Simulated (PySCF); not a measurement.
## Working with the constants of PbO

RHF-CCSD(T) constants of PbO, ¹Σ⁺ (singlet), closed shell (PySCF, scalar-relativistic core potentials, basis sets Pb cc-pVDZ-PP with ECP60, O cc-pVDZ; masses 207.9766 and 15.9949 u):

```
ωe              : 678.2 cm⁻¹
ωexe            : 4.18 cm⁻¹
Be              : 0.29007 cm⁻¹
αe              : 0.00183 cm⁻¹
D (centrifugal) : 2.12e-07 cm⁻¹
De to Pb + O    : 4.14 eV
```

Problem. Give the vibrational terms G(v) and spacings up to v = 3.

Solution. G(v) = ωe(v+½) − ωexe(v+½)².

| v | G(v) (cm⁻¹) | G(v) − G(v−1) | Bv (cm⁻¹) |
| --- | --- | --- | --- |
| 0 | 338 |  | 0.2892 |
| 1 | 1008 | 670 | 0.2873 |
| 2 | 1669 | 661 | 0.2855 |
| 3 | 2322 | 653 | 0.2837 |

Problem. How well does the Morse estimate ωe²/(4ωexe) reproduce De, and what is D0?

Solution. It gives 3.41 eV, 82 % of the computed De. D0 = De − G(0) = 4.14 − 0.04 = 4.10 eV.

Measured values (Huber and Herzberg, Constants of Diatomic Molecules (1979)): ωe = 721.0 cm⁻¹, ωexe = 3.54 cm⁻¹, Be = 0.3073056 cm⁻¹, αe = 0.0019148 cm⁻¹.

Correlated steps freeze 5 core orbitals. Correlated levels converge slowly with the basis: in double zeta they bind strong bonds too weakly, by up to about 1 eV, and carry superposition errors of some tenths. Spin–orbit coupling is left out, which matters for elements this heavy, above all for dissociation energies. Where the molecule has an RHF reference, its open-shell atoms are computed with UHF. The CCSD T1 diagnostic is raised, a sign that a single reference may not be enough here.
